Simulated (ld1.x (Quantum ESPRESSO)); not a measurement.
Ranking TM potentials for Nb

All share these settings but for the change named:

ld1.x (Quantum ESPRESSO) 7.5 input, shortened:

```
&input
   title='Nb', zed=41., rel=1, dft='PBE', iswitch=3,
   config='[Kr] 4d2 5s0 5p0'
 /
 &inputp
   pseudotype=2, tm=.true., lloc=-2, rcloc=1.30,
   nlcc=.false.
 /
3
4S  1  0   2.00   0.00  1.45  1.45  0.0
4P  2  1   6.00   0.00  1.65  1.65  0.0
4D  3  2   2.00   0.00  1.90  1.90  0.0
 &test
   configts(1)='4s2 4p6 4d2 5s0 5p0'
 /
```

Test errors are all-electron minus pseudo excitation energies from the reference, over 4s2 4p6 4d4 5s1 5p0; 4s2 4p6 4d4 5s0 5p0; 4s2 4p6 4d3 5s0 5p0; 4s2 4p6 4d5 5s0 5p0; 4s2 4p6 4d3 5s2 5p0; 4s1 4p6 4d4 5s1 5p0; 4s2 4p6 4d1 5s0 5p0. None of these files shows a bound ghost.

The base gives 244.2 meV.

Of 12 variants that were run, those that failed, showed a ghost or another fault, or gave nearly equal values are left out.

A variant can come out equal or close to the base, since the largest error may sit in a test that the change hardly touches while other tests move.

Task: Rank these variants by their largest absolute test error, smallest first.
A. local potential all-electron potential smoothed inside 1.06 bohr (lloc = -2)
B. local potential all-electron potential smoothed inside 1.25 bohr (lloc = -1)
C. wave 4s (bound): rc 1.45 bohr becomes 4s (bound): rc 1.26 bohr
D. functional PW91

Result: C (130.8 meV), D (247.4 meV), A (651.2 meV), B (1821.8 meV).
